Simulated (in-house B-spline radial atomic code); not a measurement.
**Ionising neutral krypton with different functionals**

Computed with an all-electron radial atomic-structure program (B-spline basis): four-component Dirac-Coulomb Hamiltonian, Fermi nucleus of rms radius 4.1884 fm, spin-restricted, spherical fractional occupations for the functionals, and exact exchange of hybrids averaged over the configuration. The ionisation energy is the difference of two self-consistent energies, [Ar] 3d10 4s2 4p6 → [Ar] 3d10 4s2 4p5, without Breit or QED terms; ε is the level of the shell that loses the electron (mean over j). The electron is taken from both j subshells in proportion to 2j + 1, so the result is a j average, not the step between ground levels.

| method | rung | ΔSCF (eV) | -ε(4p) (eV) |
| --- | --- | --- | --- |
| BHandHLYP | global hybrid | ? | ? |
| B97-1 | global hybrid | 14.23 | 10.44 |
| HSE06 | range-separated hybrid | ? | ? |
| LC-wPBE | range-separated hybrid | 14.30 | 13.62 |

(1) What does HSE06 give?

(2) What does BHandHLYP give?

(3) Among the functionals, which spreads more, the ΔSCF values or the orbital energies?

(4) How do they compare with the NIST value?

## Answers

(1) ΔSCF 14.27 eV, and -ε(4p) = 10.32 eV.

(2) ΔSCF 14.11 eV, and -ε(4p) = 12.08 eV.

(3) The orbital energies: ΔSCF values span about 0.19 eV and the orbital energies 3.30 eV; here energy differences depend much less on the functional than eigenvalues do.

(4) NIST lists 14.000 eV (measured, ground level to ground level). Errors run from +0.11 to +0.30 eV; BHandHLYP is closest (+0.11 eV), but part of that can be cancellation, since the calculations leave out Breit-QED terms, spin polarisation, the choice among j levels, multiplet and fine-structure energies.
